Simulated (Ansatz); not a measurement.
Cost and result for the atomization energy of `C=CN([SiH3])c1ccccc1` (21 atoms, 21 bonds).

Z-matrix (Å, degrees):
```
Si
N 1 1.742
H 1 1.485 2 106.6
H 1 1.490 2 113.4 3 119.0
H 1 1.482 2 108.3 3 -120.4
C 2 1.417 1 118.8 3 160.5
C 2 1.391 1 120.8 3 -26.1
C 6 1.390 2 120.2 1 50.1
C 6 1.393 2 120.4 1 -127.3
C 7 1.332 2 127.7 1 -165.4
H 7 1.087 2 112.8 1 14.4
C 8 1.388 6 120.3 2 -176.7
H 8 1.085 6 119.5 2 3.9
C 9 1.383 6 120.1 2 177.5
H 9 1.083 6 119.1 2 -2.3
H 10 1.081 7 119.2 2 -179.5
H 10 1.082 7 122.8 2 0.4
C 12 1.384 8 120.2 6 -1.0
H 12 1.084 8 119.6 6 179.7
H 14 1.084 9 119.5 6 -179.8
H 18 1.084 12 120.3 8 -179.6
```

Charge 0, multiplicity 1. All single points use the PBE0-D4/def2-TZVP geometry. It is one conformer, not always the lowest. Program: Ansatz. All runs use 4 threads of an AMD EPYC 7R13 on a shared host and a share of an NVIDIA H100 80 GB. Times are those of one run each, without the atoms' runs, and a repeat can differ threefold. Electronic energies, without spin–orbit coupling; frozen cores. CCSD(T)/CBS adds CCSD(T) − MP2 in def2-TZVPP to the MP2 limit, and its time is that of the two runs behind it. T1 = 0.011; the RHF reference is unstable towards UHF. B3LYP takes the VWN-RPA correlation (the form of Gaussian; ORCA's B3LYP/G).

CCSD(T)/CBS is a level of theory with its own doubt, some kJ/mol a heavy atom from the limit and from the frozen cores, so smaller differences don't rank the functionals.

```
                             level  functions  wall time  atomization (kcal/mol)  difference from CCSD(T)/CBS  per bond
              revPBE-D4/def2-TZVPP        475      3.6 s                  2219.2                         23.0       1.1
  ωB97M-V/def2-TZVPP (with forces)        475      4.2 s                  2208.9                         12.7       0.6
            LDA (SPW92)/def2-TZVPP        475      4.3 s                  2535.2                        339.0      16.1
           CAM-B3LYP-D4/def2-TZVPP        475      4.5 s                  2214.8                         18.6       0.9
                  CCSD(T)/def2-SVP        199      4.5 s                  2107.0                        -89.2      -4.3
   PBE-D4/def2-TZVPP (with forces)        475      4.9 s                  2271.6                         75.4       3.6
                PBE0-D4/def2-TZVPP        475      5.5 s                  2230.9                         34.7       1.6
                 B2PLYP/def2-TZVPP        475      5.5 s                  2184.3                        -11.9      -0.6
r2SCAN-D4/def2-TZVPP (with forces)        475        6 s                  2213.8                         17.6       0.8
 B3LYP-D4/def2-TZVPP (with forces)        475      7.5 s                  2210.5                         14.3       0.7
                    MP2/def2-QZVPP        913       14 s                  2225.5                         29.3       1.4
                CCSD(T)/def2-TZVPP        475       83 s                  2142.4                        -53.8      -2.6
                 CCSD(T)/CBS(def2)          –       97 s                  2196.2                          0.0       0.0
```

From PBE to PBE0 (25 % exact exchange), in def2-TZVPP and without D4, the atomization energy moves by −38.5 kcal/mol: exact exchange takes away binding that semilocal exchange gives to molecules. At CCSD(T), def2-SVP lies −89.3 kcal/mol from the extrapolated value and def2-TZVPP −53.8 kcal/mol: correlation converges slowly with the basis, and small sets miss more of it in the bonded molecule than in its fragments. The D4 term adds +25.0 kcal/mol with B3LYP and +13.5 kcal/mol with PBE0; it sums over pairs of atoms, weighted by their polarisabilities, and B3LYP, whose exchange is more repulsive, gets the larger term.
